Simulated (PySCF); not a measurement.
# How methods differ on the ionisation energy of Pd+

Pd+ [Kr] 4d9 (2D) → Pd(2+) [Kr] 4d8 (3F), as a difference of total energies. All numbers are calculated (PySCF 2.14, the spin-free X2C one-electron Hamiltonian (Gaussian nucleus), in x2c-TZVPPall (8s6p6d2f1g, 79 functions)). Correlated levels: valence and next inner shell: [Ar] 3d10 frozen. The calculations carry no spin-orbit coupling.

```tsv
method	ionisation energy (eV)
UHF	17.432
MP2 (valence and next inner shell)	19.551
SCS-MP2 (valence and next inner shell)	19.294
CCSD (valence and next inner shell)	19.086
CCSD(T) (valence and next inner shell)	19.192
```

Task: How much does correlation contribute at CCSD(T) (valence and next inner shell)?

Result: 19.192 − (17.432) = 1.760 eV, measured against UHF.

The reference lies between the lowest fine-structure levels, while these numbers refer to the centres of the terms.

Errors of the correlated levels include the incompleteness of this basis and the frozen core.

For comparison: 19.43 ± 0.12 eV (semi-empirical (NIST evaluation); NIST Atomic Spectra Database, ionization energies).
